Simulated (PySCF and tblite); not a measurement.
dimethyl malonate, C5H8O4, numbered as in [CH3:1][O:2][C:3](=[O:4])[CH2:5][C:6](=[O:7])[O:8][CH3:9].

Free energies: PBE0-D3(BJ)/def2-SVP (IEF-PCM, chloroform) on GFN2-xTB structures plus GFN2-xTB thermal terms, symmetry and mirror images included. Conformers within 2 kcal/mol (GFN2-xTB free energy) were kept, 8 at most. GIAO shieldings: wB97X-D/pcSseg-1 (IEF-PCM, chloroform). Shifts are against TMS (¹H), TMS (¹³C) at the same level. Run with PySCF (density fitting) and tblite.

Torsions listed: C1–O2–C3–O4, O2–C3–C5–C6, C3–C5–C6–O8, O7–C6–O8–C9. Of a mirror pair one member is shown.

```
conformer               shape  weight %  dipole D
        1    0°, 50°, 51°, 0°      97.5      1.97
        2  3°, 104°, 104°, 2°       2.5      0.80
```

(1) How do the computed shifts compare with measured ones?

Results:

(1) 
```json
{"nucleus": "¹H", "signal": "H1/H9", "leading conformer": "3.97", "average": "3.97", "measured": "3.65", "medium": "THF-d8"}
{"nucleus": "¹H", "signal": "H5", "leading conformer": "3.46", "average": "3.46", "measured": "3.35", "medium": "THF-d8"}
{"nucleus": "¹³C", "signal": "C1/C9", "leading conformer": "55.9", "average": "55.9", "measured": "52.07", "medium": "THF-d8"}
{"nucleus": "¹³C", "signal": "C3/C6", "leading conformer": "177.6", "average": "177.6", "measured": "167.14", "medium": "THF-d8"}
{"nucleus": "¹³C", "signal": "C5", "leading conformer": "48.9", "average": "49.0", "measured": "41.15", "medium": "THF-d8"}
```

Measured values: Fulmer et al., Organometallics 2010, 29, 2176. Mean difference for ¹H: 0.22 ppm, scatter 0.11 ppm. Mean difference for ¹³C: 7.38 ppm, scatter 2.73 ppm. The computed shifts are unscaled and lack vibrational corrections.


Conformer gaps in def2-SVP on xTB geometries can be 2 kcal/mol too large for S=O, P=O and other polar bonds.